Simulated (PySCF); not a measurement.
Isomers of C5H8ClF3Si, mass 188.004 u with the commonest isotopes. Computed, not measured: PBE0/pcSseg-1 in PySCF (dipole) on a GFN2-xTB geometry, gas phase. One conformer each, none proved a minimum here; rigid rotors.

Question: Order these by out-of-plane moment Σ m c² = (Ia + Ib − Ic)/2, smallest first.
A. `[CH2:1]=[CH:2][SiH2:3][C@:4]([CH3:5])([Cl:6])[C:7]([F:8])([F:9])[F:10]` with C1–C2–Si3–C4 -146°, C2–Si3–C4–C5 58°
B. `[F:1][C:2]([F:3])([F:4])[CH2:5][SiH2:6][CH2:7]/[CH:8]=[CH:9]/[Cl:10]` with C2–C5–Si6–C7 -71°, C5–Si6–C7–C8 -57°, Si6–C7–C8–C9 104°
C. `[CH3:1]/[C:2]([SiH3:3])=[C:4](/[Cl:5])[CH2:6][C:7]([F:8])([F:9])[F:10]` with C2–C4–C6–C7 -89°

Answer: C (70.72 u·Å²), B (76.71 u·Å²), A (116.81 u·Å²).

Question: Order these by radius of gyration √(Σ m r²/M), largest first.
A. `[CH3:1]/[C:2]([SiH3:3])=[C:4](/[Cl:5])[CH2:6][C:7]([F:8])([F:9])[F:10]` with C2–C4–C6–C7 -89°
B. `[CH2:1]=[CH:2][SiH2:3][C@:4]([CH3:5])([Cl:6])[C:7]([F:8])([F:9])[F:10]` with C1–C2–Si3–C4 -146°, C2–Si3–C4–C5 58°
C. `[F:1][C:2]([F:3])([F:4])[CH2:5][SiH2:6][CH2:7]/[CH:8]=[CH:9]/[Cl:10]` with C2–C5–Si6–C7 -71°, C5–Si6–C7–C8 -57°, Si6–C7–C8–C9 104°

Answer: C (2.618 Å), A (2.392 Å), B (2.268 Å).

Question: Order these by rotational constant B, smallest first.
A. `[F:1][C:2]([F:3])([F:4])[CH2:5][SiH2:6][CH2:7]/[CH:8]=[CH:9]/[Cl:10]` with C2–C5–Si6–C7 -71°, C5–Si6–C7–C8 -57°, Si6–C7–C8–C9 104°
B. `[CH2:1]=[CH:2][SiH2:3][C@:4]([CH3:5])([Cl:6])[C:7]([F:8])([F:9])[F:10]` with C1–C2–Si3–C4 -146°, C2–Si3–C4–C5 58°
C. `[CH3:1]/[C:2]([SiH3:3])=[C:4](/[Cl:5])[CH2:6][C:7]([F:8])([F:9])[F:10]` with C2–C4–C6–C7 -89°

Answer: A (511.3 MHz), C (617.8 MHz), B (670.3 MHz).

| SMILES | point group | Ia (u·Å²) | Ib (u·Å²) | Ic (u·Å²) | κ | μa (D) | μb (D) | μc (D) |
| --- | --- | --- | --- | --- | --- | --- | --- | --- |
| C/C([SiH3])=C(/Cl)CC(F)(F)F | C1 | 328.31 | 818.05 | 1004.92 | -0.78 | 0.99 | 1.43 | 1.76 |
| C=C[SiH2][C@](C)(Cl)C(F)(F)F | C1 | 329.97 | 753.91 | 850.27 | -0.84 | 2.81 | 0.61 | 1.41 |
| FC(F)(F)C[SiH2]C/C=C/Cl | C1 | 377.29 | 988.47 | 1212.34 | -0.80 | 0.24 | 2.37 | 0.72 |
